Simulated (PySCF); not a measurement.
# A small calculation by hand: chemical shift, span and skew from a shielding tensor

GeHFCl₂, SMILES [Cl][GeH]([F])[Cl]. Atoms are numbered in the order given.

```xyz
5

Ge     0.3345    -0.3237     0.0000
F     -0.6378    -1.7721     0.0000
Cl    -0.1995     0.7950    -1.7557
Cl    -0.1995     0.7950     1.7557
H      1.8212    -0.7217     0.0000
```

Geometry optimised at PBE-D3(BJ)/def2-SVP.

GIAO shieldings from PBE0/pcSseg-1 in PySCF, non-relativistic, no solvent. The symmetric part of the tensor of F2 has the principal values 215.8, 285.6, 359.0 ppm. The same nucleus in CFCl3 has σ = 167.2 ppm at this level (PySCF, at its B3LYP-D3(BJ)/def2-TZVP geometry). Without spin–orbit terms, shifts of atoms bonded to Cl or Br come out too high.

Q: Work out the isotropic shielding, the ¹⁹F shift against CFCl3, the span and the skew.

A: 
σ(iso) = (σ11 + σ22 + σ33)/3 = 286.8 ppm. δ = σ(ref) − σ(iso) = 167.2 − (286.8) = -119.6 ppm.
Span Ω = σ33 − σ11 = 143.2 ppm. Skew κ = 3(σ(iso) − σ22)/Ω = 0.03. Tumbling in solution averages the tensor to δ; in a static solid the shielding alone would spread this spin-1/2 line over Ω.
